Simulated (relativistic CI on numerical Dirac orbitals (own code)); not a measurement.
# What each ingredient does to the levels of Pb³⁶⁺

Base calculation: Dirac-Coulomb-Breit CI, orbitals from a KLI potential per configuration, a model potential for QED, unscaled Slater integrals.

CI space (outside the closed core [Ar] 3d10): 4s2 4p6 4d10, 4s2 4p6 4d9 4f, 4s2 4p5 4d10 4f, 4s 4p6 4d10 4f, 4s2 4p6 4d9 5s, 4s2 4p6 4d9 5p, 4s2 4p6 4d9 5d, 4s2 4p5 4d10 5s, 4s2 4p6 4d9 5f, 4s2 4p5 4d10 5p, 4s2 4p6 4d9 5g, 4s2 4p6 4d9 6s, 4s2 4p5 4d10 5d, 4s 4p6 4d10 5s, 4s2 4p6 4d9 6p, 4s2 4p6 4d9 6d, 4s 4p6 4d10 5p, 4p6 4d10 4f2, 4p6 4d9 4f3, 4p5 4d10 4f3, 4p6 4d9 4f2 5s, 4p6 4d9 4f2 5p, 4p6 4d9 4f2 5d. Double excitations out of closed p, d and f shells are left out; levels of such configurations are missing from the list, as are those of other unlisted configurations, and high levels can miss mixing partners. These lack a partner that the ground configuration has and come out too high: 4s2 4p5 4d10 5s, 4s2 4p6 4d9 5f, 4s2 4p5 4d10 5p, 4s2 4p6 4d9 5g, 4s2 4p6 4d9 6s.

Variants: (1) QED terms removed; (2) non-relativistic limit. Shifts of the energy above 4s2 4p6 4d10 1S_0, in eV, for the lowest level and the first level of each name with at least 55 % of one term (blank where a level changes its place among those of its configuration and J or its character, or is not in the variant):

| Level | Base | Δ(1) | Δ(2) |
| --- | --- | --- | --- |
| 4s2 4p6 4d10 1S_0 | 0.000 | 0.000 | 0.000 |
| 4s2 4p6 4d9 4f 3P°_0 | 229.511 | +0.044 | -1.170 |
| 4s2 4p6 4d9 4f 3P°_1 | 232.660 | +0.040 | -4.319 |
| 4s2 4p6 4d9 4f 3H°_5 | 237.809 | +0.044 | -3.129 |
| 4s2 4p6 4d9 4f 3F°_3 | 241.639 | +0.043 |  |
| 4s2 4p6 4d9 4f 3H°_6 | 243.108 | +0.017 | -8.428 |
| 4s2 4p6 4d9 4f 3F°_4 | 248.873 | +0.017 | -9.733 |
| 4s2 4p6 4d9 4f 3G°_5 | 250.969 | +0.017 |  |
| 4s2 4p6 4d9 4f 3D°_1 | 255.224 | +0.003 | -16.157 |
| 4s2 4p6 4d9 4f 3H°_4 | 265.806 | -0.024 |  |
| 4s2 4p6 4d9 4f 3G°_3 | 273.988 | -0.027 | -30.720 |
| 4s2 4p6 4d9 4f 1P°_1 | 314.857 | -0.007 | -19.914 |
| 4s2 4p5 4d10 4f 3D_1 | 477.734 | +0.307 | -38.838 |
| 4s2 4p5 4d10 4f 3D_2 | 482.616 | +0.302 | -43.721 |
| 4s2 4p5 4d10 4f 3G_4 | 483.587 | +0.307 | -41.432 |
| 4s2 4p5 4d10 4f 3F_3 | 487.027 | +0.306 |  |
| 4s2 4p5 4d10 4f 3G_5 | 488.488 | +0.280 | -46.333 |
| 4s2 4p5 4d10 4f 3F_4 | 496.186 | +0.280 |  |
| 4s2 4p5 4d10 4f 1D_2 | 499.316 | +0.284 |  |
| 4s2 4p6 4d9 5s 3D_3 | 520.474 | -0.766 | +87.127 |
| 4s2 4p6 4d9 5s 1D_2 | 521.725 | -0.764 |  |
| 4s2 4p6 4d9 5s 3D_1 | 549.641 | -0.836 | +57.959 |

At this charge energies of transitions that change n are usually good to better than 1 %, and those within a shell (Δn = 0) to a few per cent.

Ionisation energy from the two ground configurations alone: base 1703.56 eV. The NIST ASD value (theoretical) is 1704 eV.

LS names give the leading component of a level, which can be under half, so a name can repeat, a term be missing and a line seem to break the LS rules.
